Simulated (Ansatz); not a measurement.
Coupled-cluster diagnostics for SbH2(SiH3) (SiSbH₅), Ansatz.

Geometry of the singlet (r2SCAN-D4/def2-TZVP):

```xyz
7

Sb    0.411   -1.577    0.535
H     0.401   -0.832    2.074
H    -1.284   -1.788    0.593
Si    0.139    0.715   -0.616
H    -0.998    1.508   -0.086
H    -0.064    0.491   -2.070
H     1.396    1.483   -0.429
```

In the def2 sets Sb takes a core potential; there is no spin–orbit coupling. Correlated methods freeze 9 core orbitals; core or outer-core shells of Sb are correlated, in sets that lack core-valence functions.

Problem. Estimate the CCSD(T) correlation energy, the shares of MP2 and (T), T1 and the reference's ⟨S²⟩ for: charge 0, singlet, own geometry in def2-TZVPP; charge 1, doublet, vertical in def2-TZVPP; and the rough time on 4 threads of Intel Xeon on a shared host.

Solution. 
```
                          state       basis  correlation (eV)  MP2 share (%)  (T) share (%)     T1  ⟨S²⟩ (pure)  wall time
charge 0, singlet, own geometry  def2-TZVPP           -14.551           92.0            2.9  0.014  0.00 (0.00)       16 s
    charge 1, doublet, vertical  def2-TZVPP           -13.626           91.1            2.7  0.015  0.77 (0.75)       68 s
```
Customary marks for T1 are 0.02 (closed shells), 0.045 (open shells) and about 0.05 (3d metals). T1 stays under 0.02 throughout.
